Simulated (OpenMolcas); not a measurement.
Tc5+.

```json
{
 "Program": "OpenMolcas",
 "Method": "CASSCF",
 "Basis": "ANO-RCC-VTZP [7s6p4d2f1g]",
 "Scalar Hamiltonian": "X2C, point nucleus",
 "Active space": "2 electrons in 5 orbitals (4d)",
 "State averaging": "2S+1 = 3 even, 10 roots; 2S+1 = 1 even, 15 roots",
 "Spin-orbit coupling": "state interaction with AMFI integrals over the reference wave functions, term energies averaged over their components"
}
```

Levels without dynamic correlation, in cm-1 above 4d2 3F2:

```
         Level      E
       4d2 3P0  15387
4d2 1D2 [75 %]  14360
       4d2 1G4  21759
       4d2 1S0  50513
```

On this reference, SS-CASPT2, IPEA 0.25 Eh, imaginary shift 0.1 Eh (closed shells correlated: 4s 4p) puts 4d2 3P0 at 12860 cm-1.

Estimate the other levels at that method by one scale factor, and say how well it serves.

The factor is 12860 / 15387 = 0.836. Scaled values beside those that SS-CASPT2 gives:
```
         Level  Scaled  SS-CASPT2  Miss (%)
4d2 1D2 [75 %]   12005      11420      +5.1
       4d2 1G4   18191      18970      -4.1
       4d2 1S0   42229      43040      -1.9
```
For these levels the scaled values miss SS-CASPT2 by up to 5.1 %, as correlation changes each term by its own factor, spin-orbit parts do not scale and CASPT2 has its own spread within terms. This holds within one configuration; levels of others move differently, and the target method has errors of its own against measurement.

Term energies are means over components that CASPT2 splits; among the terms shown or strongly mixed into the levels shown the widest spread is 640 cm-1 (4d2 1G, SS-CASPT2). Without dynamic correlation excited terms often stand tens of per cent too high (terms of higher spin than the ground term too low), and those without a measured partner can miss by more than the paired ones (holds for CASSCF). Levels of configurations outside the active space are missing.

A share in square brackets marks a mixed level and gives the weight of the term that names it, the lowest over the columns.
